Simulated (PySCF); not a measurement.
# How the functional moves excitation energies

Compound: C7H8.
InChI=1S/C7H8/c1-7-5-3-2-4-6-7/h2-6H,1H3

Linear-response calculations in the def2-SVPD basis (PySCF; singlets by full response, triplets Tamm–Dancoff, core orbitals frozen in the response; HF means time-dependent Hartree–Fock). 'Strongest' is the level of largest summed f among the singlets computed (10 roots, of which the last may lack a degenerate partner); it can jump between rows when another state enters that window. S1 is the lowest singlet of each run and needn't be the same state throughout; f(S1) is that of one state. Geometry: PBE0-D3(BJ)/def2-SVP; no solvent, vibrations or thermal averaging.

```
functional                               kind  S1 (eV)  f(S1)  strongest (eV)  T1 (eV)  HOMO (eV)  gap (eV)  ionisation energy, ΔSCF (eV)
       LDA                                LDA     5.10  0.003            6.72     4.35      -6.18      4.80                          9.02
       PBE                                GGA     5.12  0.002            6.75     4.13      -6.00      4.85                          8.79
     B3LYP  global hybrid, 20% exact exchange     5.29  0.002            6.89     4.09      -6.76      6.31                          8.83
      PBE0  global hybrid, 25% exact exchange     5.38  0.002            6.98     4.03      -6.97      6.73                          8.83
 BHandHLYP  global hybrid, 50% exact exchange     5.53  0.003            7.12     3.92      -7.75      8.52                          8.67
 CAM-B3LYP             range-separated hybrid     5.39  0.003            7.02     4.04      -8.16      8.99                          8.88
   wB97X-D             range-separated hybrid     5.40  0.002            7.04     4.16      -8.72     10.22                          8.85
        HF                       Hartree–Fock     5.78  0.005            7.44     3.34      -8.85     11.61                   not settled
```

Q: What does LC-wPBE (range-separated hybrid) give?

A: S1 (eV) 5.45, f(S1) 0.002, strongest (eV) 7.17, T1 (eV) 3.90, HOMO (eV) -9.45, gap (eV) 11.31, ionisation energy, ΔSCF (eV) 8.97. S1 runs from 5.10 eV (LDA) to 5.78 eV (HF), a spread of 0.67 eV, while the orbital gap spreads over 6.8 eV. Along PBE (0%), B3LYP (20%), PBE0 (25%), BHandHLYP (50%), HF (100%) S1 rises with the share of exact exchange. −ε(HOMO) comes closest to its own ΔSCF ionisation energy with wB97X-D (-0.13 eV) and misses most with LDA (-2.84 eV). 'Not settled' means that the ion's SCF failed to converge or may have ended in another state than the lowest.
